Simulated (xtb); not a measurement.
C$_{5}$H$_{14}$O$_{2}$Si, charge +1, doublet, geometry from GFN2-xTB (a state made from the parent by changing its charge; the spin is typed, not shown lowest). Base run: GFN0-xTB (xtb 6.7.1).

The xtb input:
```
$ xtb mol.xyz --gfn 0 --chrg 1 --uhf 1 --json

# file mol.xyz
22

Si    -0.07034007    -0.46692107     0.40875854
C     -0.61302602    -1.95038314    -0.74377707
O     -1.00321190     0.79676918     0.12855976
C     -2.28898493     1.30687439     0.36180109
C     -3.12653104     0.46283763     1.29526504
O      1.45794344    -0.20060105     0.04953381
C      2.35617708     0.69367005    -0.53632477
C      3.44830266    -0.03606383    -1.28996880
H     -0.01774519    -0.97938541     1.77322163
H     -0.72023187    -1.57524031    -1.75604878
H     -1.55496523    -2.34817324    -0.38814646
H      0.15417414    -2.71270128    -0.70155497
H     -2.15230730     2.31711684     0.76924125
H     -2.77826170     1.41322442    -0.61508112
H     -3.29201733    -0.52752380     0.87706454
H     -4.08968189     0.93967479     1.45101689
H     -2.63094844     0.35364887     2.25806251
H      1.81687508     1.39740034    -1.18153583
H      2.80029083     1.28413498     0.27996857
H      3.02431077    -0.59883476    -2.11962525
H      4.16673149     0.67926440    -1.67821299
H      3.96505903    -0.73666629    -0.63771100
```

The base run was repeated with changes; each row names its change, and settings that it needs were set with it.

```csv
change,ΔE vs base (mEh)
base,0.000
etemp = 5000,-26.960
acc = 0.1,0.000
acc = 30,0.000
etemp = 1000,-1.752
acc = 0.0001,0.000
```
